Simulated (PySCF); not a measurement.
## `FC=C=C(C#N)F`, C$_{4}$HF$_{2}$N

Geometry:
```
atom   x (Å)   y (Å)   z (Å)
  N1   2.751   0.797   0.978
  C2   1.898   0.225   0.474
  C3   0.830  -0.478  -0.148
  F4   1.189  -1.535  -0.898
  C5  -0.420  -0.130   0.019
  C6  -1.658   0.210   0.204
  F7  -2.299   1.087  -0.571
  H8  -2.283  -0.167   1.006
```

Method used: TDDFT CAM-B3LYP/def2-SVPD circular dichroism and optical rotation, one conformer, gas phase (PySCF). Geometry: GFN2-xTB.

No stereocentre is labelled: unless the shape is locked (an allene, a helicene, a hindered biaryl), the mirror image is equally populated and a measured rotation or CD is zero.

Q: What is the specific rotation at 633, 589.3, 546, 436, 405, 365, 355 nm?

A: [α] in deg dm⁻¹ (g/mL)⁻¹:
```csv
λ (nm),origin-invariant length gauge,modified velocity gauge,length gauge (centre of mass),isotropic polarisability (au)
633,+69.9,+47.0,+71.0,59.0
589.3,+82.2,+55.0,+83.4,59.4
546,+98.0,+65.3,+99.4,59.8
436,+169.3,+110.4,+171.4,61.7
405,+205.1,+132.1,+207.5,62.6
365,+272.7,+171.1,+275.6,64.2
355,+295.4,+183.6,+298.4,64.7
```

Q: And for the mirror image at 589.3 nm?

A: -82.2 deg dm⁻¹ (g/mL)⁻¹ (origin-invariant length gauge): the same size and the opposite sign.

Q: What is the molar rotation [Φ] = [α]·M/100 of the geometry above at 589.3 nm?

A: With M = 101.06 g/mol, +83.1 deg cm² dmol⁻¹ (origin-invariant length gauge).

The first excitation lies at 5.03 eV (246 nm) with R = +1.1 × 10⁻⁴⁰ esu² cm² (velocity form).
